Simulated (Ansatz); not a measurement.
Cost and result for the atomization energy of C2H8S2Si (`C[SiH2]CSS`) (13 atoms, 12 bonds).

```xyz
13

C     1.607    0.945    0.291
Si    0.642   -0.358   -0.634
C    -0.604   -1.184    0.513
S    -1.826   -0.026    1.197
S    -3.075    0.348   -0.366
H     2.297    1.466   -0.377
H     2.192    0.499    1.099
H     0.931    1.683    0.728
H     1.557   -1.407   -1.170
H    -0.081    0.248   -1.784
H    -1.126   -2.022    0.047
H    -0.086   -1.576    1.396
H    -2.428    1.383   -0.939
```

Charge 0, multiplicity 1. The structure was optimised at the PBE0-D4/def2-TZVP level. It is one conformer, not always the lowest. Program: Ansatz. All runs use 4 threads of an Arm Neoverse V1 on a shared host. Times are those of one run each, without the atoms' runs, and a repeat can differ threefold. Electronic energies, without spin–orbit coupling; frozen cores. CCSD(T)/CBS adds CCSD(T) − MP2 in def2-TZVPP to the MP2 limit, and its time is that of the two runs behind it. T1 = 0.011. B3LYP takes the VWN-RPA correlation (the form of Gaussian; ORCA's B3LYP/G).

CCSD(T)/CBS is a level of theory with its own doubt, some kJ/mol a heavy atom from the limit and from the frozen cores, so smaller differences don't rank the functionals.

```json
{"level": "PBE-D4/def2-TZVPP (with forces)", "functions": "300", "wall time": "4 s", "atomization (kcal/mol)": "1065.6", "difference from CCSD(T)/CBS": "13.5", "per bond": "1.1"}
{"level": "PBE0-D4/def2-TZVPP", "functions": "300", "wall time": "6 s", "atomization (kcal/mol)": "1053.9", "difference from CCSD(T)/CBS": "1.8", "per bond": "0.1"}
{"level": "r2SCAN-D4/def2-TZVPP (with forces)", "functions": "300", "wall time": "8 s", "atomization (kcal/mol)": "1055.5", "difference from CCSD(T)/CBS": "3.4", "per bond": "0.3"}
{"level": "B3LYP-D4/def2-TZVPP (with forces)", "functions": "300", "wall time": "9 s", "atomization (kcal/mol)": "1050.5", "difference from CCSD(T)/CBS": "-1.6", "per bond": "-0.1"}
{"level": "B2PLYP/def2-TZVPP", "functions": "300", "wall time": "10 s", "atomization (kcal/mol)": "1035.3", "difference from CCSD(T)/CBS": "-16.8", "per bond": "-1.4"}
{"level": "ωB97X-V/def2-TZVPP", "functions": "300", "wall time": "14 s", "atomization (kcal/mol)": "1057.8", "difference from CCSD(T)/CBS": "5.7", "per bond": "0.5"}
{"level": "ωB97M-V/def2-TZVPP (with forces)", "functions": "300", "wall time": "20 s", "atomization (kcal/mol)": "1057.9", "difference from CCSD(T)/CBS": "5.8", "per bond": "0.5"}
{"level": "MP2/def2-QZVPP", "functions": "564", "wall time": "42 s", "atomization (kcal/mol)": "1046.9", "difference from CCSD(T)/CBS": "-5.2", "per bond": "-0.4"}
{"level": "CCSD(T)/def2-TZVPP", "functions": "300", "wall time": "5.9 min", "atomization (kcal/mol)": "1022.8", "difference from CCSD(T)/CBS": "-29.3", "per bond": "-2.4"}
{"level": "CCSD(T)/CBS(def2)", "functions": "–", "wall time": "6.6 min", "atomization (kcal/mol)": "1052.1", "difference from CCSD(T)/CBS": "0.0", "per bond": "0.0"}
```

In def2-TZVPP, CCSD(T) changes the Hartree–Fock value by +252.6 kcal/mol (the triples alone add +14.9 kcal/mol) and MP2 by +259.4 kcal/mol; breaking electron pairs costs correlation energy, which Hartree–Fock lacks. From PBE to PBE0 (25 % exact exchange), in def2-TZVPP and without D4, the atomization energy moves by −10.6 kcal/mol: exact exchange takes away binding that semilocal exchange gives to molecules. The D4 term adds +13.3 kcal/mol with B3LYP and +7.1 kcal/mol with PBE0; it sums over pairs of atoms, weighted by their polarisabilities, and B3LYP, whose exchange is more repulsive, gets the larger term.
